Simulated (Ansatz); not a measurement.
Steps of a relaxation of `N[SiH]1N=C1Cl` with RKS PBE0-D4/def2-TZVP.

```sh
$ ansatz run in.yaml --threads 2 --pin off --events-out ev --progress --plain --max-ram 4352MiB
```

```yaml
crystal:
  periodic: [false, false, false]
  atoms:
    - {symbol: N, position_ang: [-0.552234, -0.169965, 1.428282]}
    - {symbol: Si, position_ang: [0.557352, -0.036531, 0.133056]}
    - {symbol: N, position_ang: [0.361312, 1.206539, -1.198882]}
    - {symbol: C, position_ang: [0.087359, 0.011073, -1.594177]}
    - {symbol: Cl, position_ang: [-0.485810, -0.512386, -3.169487]}
    - {symbol: H, position_ang: [-1.557970, -0.030437, 1.322738]}
    - {symbol: H, position_ang: [-0.246315, -0.173736, 2.401763]}
    - {symbol: H, position_ang: [1.928605, -0.351658, 0.621006]}
basis:
  gaussian: {orbitals: def2-TZVP}
hamiltonian: {xc: pbe0, dispersion: d4}
relax: {f_tol: 0.005, max_steps: 150}
```

Positions (Å) and forces (eV/Å) along the path, 8 of 8 steps:

```xyz
8
step=1 energy=-24455.9332 eV
N    -0.552   -0.170    1.428    0.062    0.126   -0.079
Si    0.557   -0.037    0.133   -0.461    0.479   -0.369
N     0.361    1.207   -1.199   -0.160   -1.495    0.194
C     0.087    0.011   -1.594    0.201    0.715    0.429
Cl   -0.486   -0.512   -3.169    0.192    0.206    0.518
H    -1.558   -0.030    1.323    0.663   -0.072    0.058
H    -0.246   -0.174    2.402   -0.182   -0.013   -0.633
H     1.929   -0.352    0.621   -0.314    0.054   -0.118
8
step=2 energy=-24455.9874 eV
N    -0.548   -0.169    1.416    0.151    0.075   -0.163
Si    0.554   -0.026    0.135   -0.323    0.311   -0.324
N     0.353    1.196   -1.190   -0.002   -0.578    0.295
C     0.088    0.009   -1.579    0.026    0.088    0.074
Cl   -0.480   -0.513   -3.144    0.107    0.117    0.285
H    -1.541   -0.018    1.313    0.157   -0.020    0.013
H    -0.246   -0.187    2.379   -0.044   -0.016   -0.154
H     1.912   -0.348    0.615   -0.072    0.023   -0.025
8
step=3 energy=-24456.0046 eV
N    -0.544   -0.160    1.404    0.007    0.022    0.027
Si    0.547   -0.024    0.131    0.015    0.110   -0.056
N     0.348    1.180   -1.173    0.027    0.064    0.111
C     0.087    0.001   -1.569   -0.065   -0.194   -0.188
Cl   -0.474   -0.508   -3.126    0.026    0.039    0.066
H    -1.533   -0.006    1.305   -0.023   -0.002    0.013
H    -0.241   -0.201    2.362   -0.012   -0.023    0.010
H     1.901   -0.338    0.611    0.025   -0.017    0.017
8
step=4 energy=-24456.0062 eV
N    -0.544   -0.153    1.405    0.023    0.025   -0.004
Si    0.547   -0.018    0.129    0.010    0.036    0.027
N     0.345    1.179   -1.174    0.011    0.078    0.044
C     0.087   -0.002   -1.571   -0.039   -0.137   -0.107
Cl   -0.470   -0.510   -3.126    0.008    0.023    0.012
H    -1.533   -0.001    1.308   -0.015    0.000    0.010
H    -0.240   -0.214    2.362   -0.008   -0.020    0.005
H     1.900   -0.338    0.610    0.009   -0.005    0.012
8
step=5 energy=-24456.0076 eV
N    -0.542   -0.136    1.407   -0.005    0.016    0.068
Si    0.545   -0.010    0.128    0.039   -0.033    0.019
N     0.338    1.176   -1.176   -0.024   -0.010   -0.047
C     0.087   -0.010   -1.576    0.025    0.029    0.060
Cl   -0.463   -0.513   -3.130   -0.012    0.000   -0.041
H    -1.532    0.015    1.318    0.008   -0.001    0.008
H    -0.238   -0.246    2.361   -0.020   -0.007   -0.063
H     1.897   -0.333    0.613   -0.011    0.006   -0.003
8
step=6 energy=-24456.0082 eV
N    -0.541   -0.125    1.410    0.027    0.013    0.020
Si    0.544   -0.006    0.128   -0.002   -0.043    0.049
N     0.332    1.174   -1.179   -0.019    0.003   -0.038
C     0.089   -0.014   -1.578    0.022    0.033    0.057
Cl   -0.458   -0.516   -3.134   -0.011   -0.009   -0.037
H    -1.532    0.027    1.325   -0.001    0.001    0.000
H    -0.239   -0.269    2.359   -0.011   -0.002   -0.048
H     1.897   -0.329    0.614   -0.005    0.004   -0.002
8
step=7 energy=-24456.0087 eV
N    -0.539   -0.110    1.412   -0.007    0.002    0.000
Si    0.545   -0.005    0.129    0.008    0.005   -0.005
N     0.322    1.175   -1.180    0.006    0.004    0.003
C     0.091   -0.016   -1.578   -0.010   -0.009    0.002
Cl   -0.454   -0.523   -3.135    0.002    0.000   -0.004
H    -1.529    0.044    1.327    0.003   -0.001    0.004
H    -0.241   -0.298    2.353   -0.002   -0.003    0.000
H     1.897   -0.324    0.615   -0.001    0.002   -0.001
8
step=8 energy=-24456.0087 eV
N    -0.539   -0.107    1.413    0.001    0.000    0.002
Si    0.545   -0.003    0.129   -0.002   -0.001   -0.002
N     0.322    1.174   -1.181    0.001    0.002    0.000
C     0.090   -0.016   -1.577    0.001   -0.002    0.000
Cl   -0.453   -0.524   -3.135    0.000    0.000    0.000
H    -1.529    0.047    1.329    0.000    0.000    0.000
H    -0.241   -0.305    2.352   -0.001   -0.001    0.000
H     1.897   -0.322    0.615    0.000    0.001    0.000
```

Run time 38 s (2 threads of an AMD EPYC 7R32 on a shared host); peak host memory 0.45 GiB.
